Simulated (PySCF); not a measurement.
Te(I)(NH2) (H2INTe), SMILES N[Te]I.

The structure is a stationary point at r2SCAN-D4/def2-SVP. The def2 effective core potentials stand for the cores of I, Te; spin–orbit coupling is left out. The values are those of a single conformer.

Method: PySCF with PBE/def2-TZVPD.

Gas-phase values at a fixed geometry.

Question: Estimate the frontier levels, gap, dipole moment and polarisability. (Estimate from the structure and the level; the computed values follow.)

Answer: 
- highest occupied level: -5.24 eV
- lowest empty level: -3.32 eV
- orbital gap: 1.92 eV
- dipole moment: 1.72 D
- quadrupole, principal values (traceless, Buckingham form, about the centre of nuclear charge): -3.64, -2.73, 6.37 D·Å
- mean static polarisability: 95.4 bohr³ (14.14 Å³)
- polarisability, principal values: 74.2, 82.1, 130.0 bohr³
